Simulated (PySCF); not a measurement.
SMILES c1cc(ccc1)-c1ccccc1C#N (GFN2-xTB optimised geometry):

```
23

N      2.777    -0.862     2.657
C      2.439    -0.119     1.851
C      2.056     0.850     0.894
C      2.742     2.066     0.880
C      2.372     3.057    -0.007
C      1.313     2.844    -0.877
C      0.629     1.643    -0.863
C      0.988     0.623     0.013
C      0.260    -0.655     0.011
C      0.944    -1.867     0.007
C      0.248    -3.062     0.000
C     -1.137    -3.062     0.000
C     -1.825    -1.860     0.000
C     -1.133    -0.664     0.000
H      3.558     2.219     1.571
H      2.906     3.996    -0.019
H      1.022     3.619    -1.571
H     -0.186     1.477    -1.553
H      2.024    -1.875    -0.008
H      0.789    -3.996    -0.005
H     -1.679    -3.996     0.000
H     -2.906    -1.855     0.002
H     -1.672     0.273     0.017
```

Level of theory: CAM-B3LYP/def2-SVP (PySCF 2.14.0).

Task: What are the frontier orbital energies and the dipole moment?

Result: HOMO-2 -8.90 eV, HOMO-1 -8.66 eV, HOMO -8.11 eV, LUMO -0.42 eV, LUMO+1 0.18 eV; dipole moment 3.94 D.

On the same geometry PBE/def2-SVP run with PySCF 2.14.0 gives HOMO-2 -6.70 eV, HOMO-1 -6.46 eV, HOMO -6.07 eV, LUMO -2.33 eV, LUMO+1 -1.84 eV; dipole moment 3.81 D.

Meta-Löwdin charges at CAM-B3LYP/def2-SVP: N1 -0.21, C2 0.10, C3 -0.04, C4 -0.08, C5 -0.10, C6 -0.08, C7 -0.11, C8 0.03, C9 0.00, C10 -0.10, C11 -0.09, C12 -0.10, C13 -0.10, C14 -0.11, H15 0.12, H16 0.11, H17 0.11, H18 0.11, H19 0.11, H20 0.11, H21 0.11, H22 0.11, H23 0.10.
